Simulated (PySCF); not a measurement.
Work out the structure from these simulated measurements.

Elements present: B, C, H and O. Monoisotopic mass: 73.0466 u (electron mass counted); charge -1.

- XPS: B1s 189.7, C1s 287.0 (×2), O1s 531.9 (×2) eV [ΔSCF SCAN, pcX-2 on the ionised atom, pcseg-1 elsewhere, spin-free X2C]
- 13C NMR: chemical shifts (computed TMS as zero) by class: 68.0 (2 C) ppm [GIAO PBE0/pcSseg-1]
- Couplings: largest of the computed one-bond spin–spin couplings (means over like bonds): 13C–1H +138.5 (×4), 11B–1H +108.0 (×2), 13C–13C +33.9, 17O–13C +23.8 (×2), 17O–11B +5.7 (×2) Hz [B3LYP/pcJ-1, spin–dipole term left out for some pairs]
- Rotational structure: rotational constants A, B, C: 7.812, 7.169, 4.180 GHz [PBE0-D3(BJ)/def2-SVP]
- NMR, other nuclei: isotropic shieldings of nuclei other than C and H, by class: 101 (1 B), 285 (2 O) ppm [GIAO PBE0/pcSseg-1]
- 1H NMR: chemical shifts (computed TMS as zero) by class: 3.38 (4 H), 3.15 (2 H) ppm [GIAO PBE0/pcSseg-1]

Gas-phase values; electronic properties from PySCF, density fitting. Levels stand in brackets. Geometry: PBE0-D3(BJ)/def2-SVP, one conformer, isolated ion. The geometry's basis has no diffuse functions, a weakness for an anion. No diffuse functions stand in pcJ-1 and pcSseg-1, which bears on an anion's orbital energies. NMR values are class means; diastereotopic atoms form classes of their own.

Task: Which formula fits the mass and the elements?

Result: C2H6BO2 (calculated 73.0466). No other formula that holds each of these elements comes within 0.0003 u with a fitting electron parity and a possible valence count.

Task: Give a SMILES that accounts for the data.

Result: Numbering: `[BH2-:1]1[O:2][CH2:3][CH2:4][O:5]1`. 2 carbons fall into 1 class: ring sp3 carbon bound to oxygen [C3/C4] (68.0 ppm, 2 C). Hydrogen classes from least to most shielded: 4 H on 2 like atoms (sp3 carbon bound to oxygen), C3/C4 (3.38 ppm), 2 H on a four-coordinate boron, B1 (3.15 ppm). The other shieldings belong to: 101 ppm, four-coordinate boron [B1]; 285 ppm, boron-bound oxygen [O2/O5]. The couplings run between: +138.5 Hz, sp3 carbon bound to oxygen [C3] and its hydrogen (with 3 like pairs); +108.0 Hz, four-coordinate boron [B1] and its hydrogen (with 1 like pair); +33.9 Hz, sp3 carbon bound to oxygen [C3] and sp3 carbon bound to oxygen [C4]; +23.8 Hz, boron-bound oxygen [O2] and sp3 carbon bound to oxygen [C3] (with 1 like pair); +5.7 Hz, boron-bound oxygen [O2] and four-coordinate boron [B1] (with 1 like pair). The core levels belong to: B1s 189.7 eV, four-coordinate boron [B1]; C1s 287.0 eV, sp3 carbon bound to oxygen [C3/C4]; O1s 531.9 eV, boron-bound oxygen [O2/O5]. One atom of each topological class was ionised and stands for its class. By its constants the optimised geometry is an asymmetric top. Structure: `[BH2-]1OCCO1`. The assignments are read from this structure; whether some other isomer fits the data as well wasn't checked.
